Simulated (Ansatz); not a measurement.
Reaction (ligand exchange at the Si–C bond): `F/C(S)=C\[SiH3]` + `BO[SiH2]S` → `BO[SiH2]S[SiH3]` + `C=C(F)S`

Program: Ansatz. Geometries: PBE0-D4/def2-TZVP. ΔE: electronic, gas phase. CBS: MP2 limit from def2 TZ/QZ plus the TZ coupled-cluster correction, frozen cores. DFT in def2-TZVPP. One conformer a species, not always the lowest.

Task: Is it downhill or uphill in electronic energy at CCSD(T)/CBS, and by how much? (Estimate.)

Result: Computed: Downhill: ΔE = -12.5 kcal/mol.

Task: What do these levels give: PBE0-D4, r2SCAN, PBE0, HF/def2-TZVPP, MP2/def2-QZVPP, HF/CBS(def2)? (Best estimate.)

Result: Ansatz gave: PBE0-D4 -12.7, r2SCAN -12.1, PBE0 -11.8, HF/def2-TZVPP -11.4, MP2/def2-QZVPP -12.7, HF/CBS(def2) -11.5 kcal/mol.

Largest T1 diagnostic among the species: 0.013.

The D4 term adds −1.6 kcal/mol with B3LYP and −0.9 kcal/mol with PBE0; it sums over pairs of atoms, weighted by their polarisabilities, and B3LYP, whose exchange is more repulsive, gets the larger term.

B3LYP here is the variant with VWN-RPA as its local correlation; programs differ in this.
